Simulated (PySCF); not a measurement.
## Removing an electron from `CC[P+]1(N(C)C)C=C1`

Compound: C₆H₁₃NP (charge +1).
Cartesian coordinates in Å at the PBE0-D3(BJ)/def2-SVP level; atoms count from 1:
```xyz
21
C6H13NP angstrom
C      2.7926   -0.4557    0.5955
C      1.6131    0.4859    0.3947
P      0.0630   -0.4058    0.1570
N     -1.1585    0.6040   -0.2744
C     -1.2070    1.9988    0.1496
C     -2.4171    0.0610   -0.7687
C      0.0423   -2.0556   -0.3763
C     -0.1701   -1.9498    0.9436
H      2.6647   -1.0900    1.4846
H      2.9521   -1.1063   -0.2761
H      3.7044    0.1396    0.7409
H      1.7390    1.1319   -0.4897
H      1.4767    1.1466    1.2666
H     -1.5784    2.6118   -0.6847
H     -0.2118    2.3731    0.4173
H     -1.8785    2.1336    1.0135
H     -3.1817    0.0197    0.0248
H     -2.2763   -0.9492   -1.1752
H     -2.7864    0.7019   -1.5830
H      0.0994   -2.8027   -1.1723
H     -0.3918   -2.5751    1.8122
```

Level: B3LYP/def2-SVPD (PySCF). Frontier orbitals with their largest atomic shares (Löwdin; up to four atoms above 4 %):

```json
{"orbital": "HOMO−3", "ε (eV)": "-14.14", "main atoms": "C1 28 %, H11 14 %, C7 11 %, C8 11 %"}
{"orbital": "HOMO−2", "ε (eV)": "-13.75", "main atoms": "P3 17 %, C7 15 %, C2 13 %, C8 11 %"}
{"orbital": "HOMO−1", "ε (eV)": "-13.39", "main atoms": "C8 26 %, C7 24 %, C2 13 %, P3 12 %"}
{"orbital": "HOMO", "ε (eV)": "-11.22", "main atoms": "?"}
{"orbital": "LUMO", "ε (eV)": "-5.76", "main atoms": "C8 39 %, C7 38 %, P3 6 %, H21 5 %"}
{"orbital": "LUMO+1", "ε (eV)": "-4.12", "main atoms": "P3 31 %, C8 16 %, N4 12 %, C2 11 %"}
{"orbital": "LUMO+2", "ε (eV)": "-3.80", "main atoms": "P3 23 %, C7 17 %, C2 16 %, N4 7 %"}
```

**Question.** What vertical ionisation energy does ΔSCF give, and how far is −ε(HOMO) from it?

**Answer.** ΔSCF: 13.23 eV (1276 kJ/mol; threshold wavelength 93.7 nm); ⟨S²⟩ of the doublet left behind is 0.757, against 0.75 for a pure doublet. −ε(HOMO) is 11.22 eV, 2.01 eV below it. In exact Kohn–Sham theory the two would be equal; B3LYP (global hybrid, 20 % exact exchange) falls short of its own ΔSCF value by 15 %.

**Question.** On which atoms does the HOMO lie?

**Answer.** N4 (nitrogen bonded to 2 C and P) 46 %, P3 (phosphorus bonded to 3 C and N) 9 %, C8 (alkene CH carbon) 8 %, C5 (N-methyl carbon) 8 %. The HOMO−1 lies 2.17 eV lower.

**Question.** And the vertical electron affinity, the fundamental gap, Mulliken's electronegativity and the hardness (with the factor ½)?

**Answer.** EA = 3.72 eV by ΔSCF (−ε(LUMO) = 5.76 eV). IE − EA = 9.51 eV against an orbital gap of 5.46 eV; (IE + EA)/2 = 8.47 eV; (IE − EA)/2 = 4.75 eV.

**Question.** How many of the 10 lowest singlet excitations (vertical TDDFT, same level) lie below the ionisation energy?

**Answer.** All 10; they run from 4.43 to 7.79 eV.

**Question.** What total energies stand behind the ΔSCF value?

**Answer.** E(N) = -631.97917 Eh and E(N − 1) = -631.49307 Eh at the same geometry, 0.48610 Eh apart. With one more electron, E(N + 1) = -632.11587 Eh.

One conformer (not necessarily the lowest) at the PBE0-D3(BJ)/def2-SVP geometry, without solvent, vibrations or thermal averaging.

These values come from a run that also computed excited states and ΔSCF ions. The run took 3.4 min (with the writing of density and orbital grids) on one thread, Arm Neoverse V1 (aarch64), no GPU, on a shared host, and the process peaked at 1.1 GiB of memory.
